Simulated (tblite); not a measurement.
Q: What does the GFN2-xTB structure of `CS/C(=C\C(C)C)[SiH2]F` look like in three dimensions?

A: 
```xyz
22
C6H13FSSi angstrom
C      2.9356   -0.9751   -1.3513
S      1.4749   -1.2408   -0.3039
C      0.7716    0.3892   -0.1818
C     -0.5210    0.5166    0.1336
C     -1.4820   -0.5999    0.3891
C     -1.6324   -0.8084    1.8996
C     -2.8361   -0.2921   -0.2482
Si     1.8891    1.8927   -0.3617
F      0.9727    3.1654    0.0007
H      3.6728   -0.3708   -0.8319
H      2.6390   -0.5056   -2.2835
H      3.3396   -1.9636   -1.5484
H     -0.9244    1.5146    0.2438
H     -1.0742   -1.5196   -0.0453
H     -0.6695   -1.0485    2.3439
H     -2.3206   -1.6265    2.0994
H     -2.0177    0.0940    2.3699
H     -3.2574    0.6174    0.1760
H     -3.5315   -1.1096   -0.0719
H     -2.7302   -0.1550   -1.3223
H      2.3279    2.1439   -1.7283
H      2.9635    1.9011    0.6217
```

Orientation and origin are arbitrary. Atoms count from 1 in this order. The C–S distances run from 1.779 Å (S2–C3, drawn single) to 1.817 Å (C1–S2, drawn single), a spread of 0.038 Å. The C–C distances run from 1.337 Å (C3=C4, drawn double) to 1.532 Å (C5–C6, drawn single), a spread of 0.195 Å. Si8 (fluorine-bound silicon) is distorted tetrahedral (angles from 104.3° to 114.2°). Of the pairs four or more bonds apart, S2···H14 is among the closest relative to their van der Waals radii: 2.58 Å, 86 % of the sum of Bondi's values.

Bonds between heavy atoms (Å): C1–S2 1.817, S2–C3 1.779, C3=C4 1.337, C4–C5 1.495, C5–C6 1.532, C5–C7 1.528, C3–Si8 1.882, Si8–F9 1.610.

The geometry is computed with GFN2-xTB (gas phase).

Point group: C1 (no symmetry element, even within 0.4 Å). Its GFN2-xTB frequencies are all real (lowest 24 cm⁻¹). One conformer, not necessarily the lowest (C1–S2–C3–C4 158°, C3–C4–C5–C6 99°, S2–C3–Si8–F9 -172°). 3 starts were optimised and ended at 0.00, 0.01 and 0.25 kcal/mol (GFN2-xTB); the lowest of these is shown.

Hardware: one thread, Arm Neoverse V1 (aarch64), on a shared host. Cost: 2.4 s of wall time. These figures are those of the optimisation.
